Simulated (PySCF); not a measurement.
C₃H₁₀AlFN₂ (SMILES C[NH][Al]([F])[N](C)C), singlet, at a GFN2-xTB geometry (such geometries of metal compounds can be far from the true shape), with bond 13-10 at 2.4 times its length; CASCI(2,3)/STO-3G (PySCF).

PySCF was given this input:
```python
from pyscf import gto, scf, mcscf
import numpy

mol = gto.Mole()
mol.atom = '''
    Al    0.447309   -0.461264    0.211679
    F     1.396182   -1.148526    1.376563
    N     0.568407   -1.211612   -1.400861
    C     0.023229   -0.992833   -2.731030
    H     1.181756   -2.022395   -1.405286
    H    -0.580213   -1.845356   -3.060282
    H     0.820585   -0.832232   -3.463956
    H    -0.611576   -0.110120   -2.724949
    N    -0.579640    0.932846    0.685815
    C    -1.503322    1.625218   -0.188204
    C    -0.556892    1.494015    2.026398
    H    -2.525779    1.582748    0.206664
    H    -0.839785    4.158544   -0.458630
    H    -1.492033    1.155958   -1.169123
    H    -0.245860    2.545453    2.008165
    H    -1.548212    1.439920    2.492073
    H     0.148074    0.931385    2.639021
'''
mol.basis = 'sto-3g'
mol.charge = 0
mol.spin = 0
mol.verbose = 4
mol.build()

mf = scf.RHF(mol)
mf.kernel()
mc = mcscf.CASCI(mf, 3, 2)
mc.fix_spin_(ss=0.0)
mc.kernel()
occ = numpy.linalg.eigvalsh(mc.fcisolver.make_rdm1(mc.ci, mc.ncas, mc.nelecas))[::-1]
ss = mc.fcisolver.spin_square(mc.ci, mc.ncas, mc.nelecas)[0]
print('natural occupations', occ.round(4), ' <S^2>', round(ss, 4))
```

Question: Write the output that PySCF gives for this input, abridged.

Answer: 
```
PySCF version 2.14.0

[INPUT] verbose = 4
[INPUT] num. atoms = 17
[INPUT] num. electrons = 64
[INPUT] charge = 0
[INPUT] spin (= nelec alpha-beta = 2S) = 0
[INPUT] symmetry False subgroup None
[INPUT] Mole.unit = angstrom
[INPUT] Symbol           X                Y                Z      unit          X                Y                Z       unit  Magmom
[...]
nuclear repulsion = 373.108136028077
number of shells = 33
number of NR pGTOs = 147
number of NR cGTOs = 49
basis = sto-3g
ecp = {}

******** <class 'pyscf.scf.hf.RHF'> ********
method = RHF
initial guess = minao
damping factor = 0
level_shift factor = 0
DIIS = <class 'pyscf.scf.diis.CDIIS'>
diis_start_cycle = 1
diis_space = 8
diis_damp = 0
SCF conv_tol = 1e-09
SCF conv_tol_grad = None
SCF max_cycles = 50
direct_scf = True
direct_scf_tol = 1e-13
Set gradient conv threshold to 3.16228e-05
Initial guess from minao.
init E= -562.782304483678
[...]
cycle= 1 E= -562.181587955383  delta_E= 0.601  |g|= 0.558  |ddm|= 4.92
[...]
cycle= 2 E= -562.267083463071  delta_E= -0.0855  |g|= 0.417  |ddm|= 1.76
[...]
cycle= 3 E= -562.344847356406  delta_E= -0.0778  |g|= 0.135  |ddm|= 1.03
[...]
cycle= 4 E= -562.355045118631  delta_E= -0.0102  |g|= 0.0275  |ddm|= 0.303
[...]
cycle= 5 E= -562.35546111384  delta_E= -0.000416  |g|= 0.00582  |ddm|= 0.0573
[...]
cycle= 6 E= -562.355496441249  delta_E= -3.53e-05  |g|= 0.00327  |ddm|= 0.0172
[...]
cycle= 7 E= -562.355504187591  delta_E= -7.75e-06  |g|= 0.000817  |ddm|= 0.00829
[...]
cycle= 8 E= -562.35550509977  delta_E= -9.12e-07  |g|= 0.000337  |ddm|= 0.00319
[...]
cycle= 9 E= -562.355505207106  delta_E= -1.07e-07  |g|= 7.84e-05  |ddm|= 0.00117
[...]
cycle= 10 E= -562.355505213507  delta_E= -6.4e-09  |g|= 2.03e-05  |ddm|= 0.000286
[...]
cycle= 11 E= -562.355505213857  delta_E= -3.49e-10  |g|= 4.55e-06  |ddm|= 6.6e-05
[...]
Extra cycle  E= -562.35550521386  delta_E= -3.64e-12  |g|= 3.47e-06  |ddm|= 1.34e-05
converged SCF energy = -562.35550521386

******** <class 'pyscf.mcscf.casci.CASCI'> ********
CAS (1e+1e, 3o), ncore = 31, nvir = 15
natorb = False
canonicalization = True
sorting_mo_energy = False
******** <class 'pyscf.fci.addons.SpinPenaltyFCISolver'> ********
max. cycles = 200
conv_tol = 1e-08
davidson only = True
linear dependence = 1e-12
level shift = 0.001
max iter space = 12
nroots = 1
pspace_size = 400
spin = None
Density matrix diagonal elements [1.34499863 0.65161788 0.00338349]
CASCI converged
CASCI E = -562.499863633146  E(CI) = -0.856088790444005  S^2 = 0.0000000
natural occupations [1.3487 0.6512 0.    ]  <S^2> 0.0
```
